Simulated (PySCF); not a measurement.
thiourea (CH₄N₂S), SMILES NC(N)=S.

Coordinates come from a B3LYP-D3(BJ)/def2-SVP optimisation. The values are those of a single conformer.

Two levels are set side by side: PBE/def2-TZVPD (PySCF) and ωB97X/def2-TZVPD (PySCF). Same geometry, gas phase. Differences are taken from unrounded values.

```csv
quantity,ωB97X
orbital gap (eV),10.02
highest occupied level (eV),-8.46
lowest empty level (eV),1.57
dipole moment (D),5.15
mean polarisability (bohr³),57.0
```

**Question.** What does PBE give, and how far is it from ωB97X? (Estimate from the structure and the level; the computed values follow.)

**Answer.** 
```json
[
 {"quantity": "orbital gap (eV)", "PBE": "3.61", "PBE minus ωB97X": "-6.42"},
 {"quantity": "highest occupied level (eV)", "PBE": "-4.94", "PBE minus ωB97X": "3.52"},
 {"quantity": "lowest empty level (eV)", "PBE": "-1.33", "PBE minus ωB97X": "-2.90"},
 {"quantity": "dipole moment (D)", "PBE": "4.87", "PBE minus ωB97X": "-0.28"},
 {"quantity": "mean polarisability (bohr³)", "PBE": "60.6", "PBE minus ωB97X": "3.6"}
]
```

Without exact exchange PBE keeps part of each electron's self-repulsion, which lifts occupied levels and narrows the gap. PBE's more diffuse valence density responds more strongly to a field. Differences between two approximate levels are no errors against the true value.

Rough cost on one machine, each run with all the roots and properties that it gave: ωB97X against PBE within a factor of 2.
